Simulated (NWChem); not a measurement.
Species: CHClF$_{2}$; SMILES FC(F)Cl

Computed with NWChem. The level has its own optimisation; frequencies are unscaled.

Question: Predict the results for Hartree-Fock/STO-3G. Quantities: r C–F (Å); r C–Cl (Å); r C–H (Å); highest harmonic frequency (cm⁻¹); lowest (cm⁻¹); zero-point energy (kcal/mol); dipole (D).

Answer: The r C–F (Å) is 1.362 and the r C–Cl (Å) comes out as 1.842. The r C–H (Å) comes out as 1.112. The highest harmonic frequency (cm⁻¹) comes out as 3546. The lowest (cm⁻¹) is 365 and the zero-point energy (kcal/mol) is 16.6. The dipole (D) is 2.00.
